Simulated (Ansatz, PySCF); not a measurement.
System: sum formula BN2H3Cl, charge 0, multiplicity 2. It need not be the lowest isomer of its formula. SMILES: [NH]B(N)Cl
Geometry from a B3LYP-D3(BJ)/def2-TZVP (Ansatz, a quantum-chemistry and plane-wave program) optimisation:
```
B
N 1 1.3934
H 2 1.0052 1 122.75
H 2 1.0060 3 115.05 1 -179.06
N 1 1.4343 2 123.65 3 179.01
H 5 1.0193 1 115.91 2 121.30
Cl 1 1.7981 2 119.44 3 3.78
```
Charge 0, spin multiplicity 2.

Quantity: atomisation energy (electronic, to ground-state atoms), in kcal/mol. Cores are frozen in the correlated levels unless marked. Open shells are spin-unrestricted. No spin-orbit coupling. Non-relativistic unless marked X2C. The coupled-cluster limit lacks core correlation, which all-electron functionals hold. CBS(X,Y): correlation extrapolated as X^-3; Hartree-Fock from the larger set. The bracket is a focal-point correction in the basis named.

| level | program | atomisation energy (kcal/mol) |
|---|---|---|
| PBE-D4/def2-TZVPD | Ansatz + dftd4 | ? |
| revPBE-D3(BJ)/def2-TZVPD | Ansatz + dftd3 | 602.4 |
| revPBE-D4/def2-TZVPD | Ansatz + dftd4 | 604.3 |
| B3LYP-D4/def2-TZVPD | Ansatz + dftd4 | ? |
| PBE0/6-31G* | Ansatz | ? |
| PBE0/def2-SVP | Ansatz | 607.4 |
| PBE0/def2-TZVP | Ansatz | ? |
| BHLYP/def2-TZVPD | Ansatz | 579.4 |
| TPSSh-D3(BJ)/def2-TZVPD | PySCF + dftd3 | 600.9 |
| TPSSh/def2-TZVPD | PySCF | 597.4 |
| HSE06-D4/def2-TZVPD | Ansatz + dftd4 | 606.5 |
| HSE06/def2-TZVPD | Ansatz | 604.3 |
| B2GP-PLYP/def2-TZVPD | Ansatz | 590.8 |
| CCSD/6-31G | Ansatz | 475.0 |
| X2C-CCSD(T)/cc-pVTZ-DK | Ansatz | 573.3 |
| RI-MP2/CBS(aug-cc-pV(T+d)Z,aug-cc-pV(Q+d)Z)+[CCSD(T)-MP2]/aug-cc-pV(T+d)Z | Ansatz | 595.9 |

Task: What belongs in the gaps?

Result: 
- PBE-D4/def2-TZVPD, atomisation energy (kcal/mol): 622.5
- B3LYP-D4/def2-TZVPD, atomisation energy (kcal/mol): 605.4
- PBE0/6-31G*, atomisation energy (kcal/mol): 594.8
- PBE0/def2-TZVP, atomisation energy (kcal/mol): 602.8
